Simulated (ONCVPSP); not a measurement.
# cerium ONCV: all-electron and pseudo phase curves

Ce (Z = 58), optimised norm-conserving Vanderbilt (ONCV), made with ONCVPSP 4.0.1 (PBE, fully relativistic). Core [Kr] 4d10, reference 5s2 5p6 5d2 6s2. Waves: 5s+6s: rc 2.75 bohr, ncon 4, nbas 9, qcut 5.1 1/bohr, 2 projectors; 5p: rc 2.25 bohr, ncon 3, nbas 6, qcut 4.8 1/bohr, 3 projectors, debl 3.2 Ha; 5d: rc 2.25 bohr, ncon 3, nbas 6, qcut 4.2 1/bohr, local; f scattering state at 0.02 Ha: rc 2.85 bohr, ncon 4, nbas 7, qcut 3.4 1/bohr, 2 projectors, debl 3.9 Ha. Local part: the d channel. Core correction: Teter function, fcfact 3.5, rcfact 1.55.

Open shells are filled in proportion to 2j + 1.

In the f channel the program set the typed energies aside and used -0.413, 3.487 Ha (j = l + 1/2; the other j can differ).

The phase is arctan(r·R′/R) of the radial function R(r), unwrapped; energies in Ha, scanned from -3 to 5 Ha. A pole is an energy at which the radial function vanishes at the test radius. The pseudo phase is shifted by a multiple of π to meet the all-electron one at the reference energy, and phase errors are pseudo minus all-electron; the curves can meet again beyond the range given. Levels narrower than the energy grid can be missing from the lists of poles.

**Question.** For each channel, where are the poles, and over which energies does the pseudopotential scatter like the atom?

**Answer.**

| channel | radius (bohr) | reference energy (Ha) | poles, all-electron | poles, pseudo | unbroken range about the reference energy with phases within 0.05 rad | phase error 1 Ha above the reference energy (rad) |
| --- | --- | --- | --- | --- | --- | --- |
| s | 2.79 | -0.15 | -1.54, 1.79 | -1.54, 1.66, 3.91 | below 2.1 | -0.006 |
| p3/2 | 2.28 | -0.91 | -0.34 | -0.34 | the whole range | -0.000 |
| p1/2 | 2.28 | -1.02 | -0.54, 4.74 | -0.54, 4.74 | the whole range | -0.000 |
| d5/2 | 2.28 | -0.15 | 1.05 | 0.99 | below 1.9 | -0.011 |
| d3/2 | 2.28 | -0.16 | 1.00 | 0.99 | below 2.0 | -0.001 |
| f7/2 | 2.89 | -0.41 | -0.39, 1.64, 4.73 | -0.39, 4.52 | -0.4 to -0.4 | +1.911 |
| f5/2 | 2.89 | -0.41 | -0.41, 1.63, 4.72 | -0.40, 4.51 | -0.4 to -0.4 | +1.926 |

Phases in the p3/2 channel:

```tsv
E (Ha)	all-electron	pseudo
-2.98	1.283	1.283
-2.54	1.223	1.223
-2.10	1.105	1.105
-1.66	0.761	0.760
-1.22	-0.632	-0.632
-0.78	-1.370	-1.370
-0.34	-1.570	-1.571
0.10	-1.683	-1.684
0.54	-1.791	-1.791
0.98	-1.950	-1.950
1.42	-2.327	-2.328
1.86	-3.423	-3.423
2.30	-4.189	-4.189
2.74	-4.429	-4.429
3.18	-4.537	-4.537
3.62	-4.601	-4.601
4.06	-4.644	-4.644
4.50	-4.678	-4.678
4.94	-4.706	-4.706
```
